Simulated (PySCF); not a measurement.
Cl3Y, SMILES [Cl][Y-]([Cl])[Cl] (connectivity only; charge and spin as stated), charge -1, multiplicity 2.

Coordinates come from a B3LYP-D3(BJ)/def2-SVPD optimisation. The spin state was assumed, not searched. The def2 effective core potentials stand for the cores of Y; spin–orbit coupling is left out.

Level of theory: PBE/def2-TZVPD (PySCF).

Gas-phase values at a fixed geometry. A positive occupied level means that this level leaves the electron formally unbound; only the finite basis holds it.

Computed frontier levels, dipole moment and polarisability:
- α spin, highest occupied and lowest empty level = 0.53 and 2.26 eV
- β spin, highest occupied and lowest empty level = -3.31 and 1.65 eV
- dipole moment about the centre of nuclear charge = 0.00 D
- mean static polarisability = 156.1 bohr³ (23.14 Å³)
- polarisability, principal values = 138.6, 138.6, 191.2 bohr³
- ⟨S²⟩ = 0.751 (pure state 0.75)
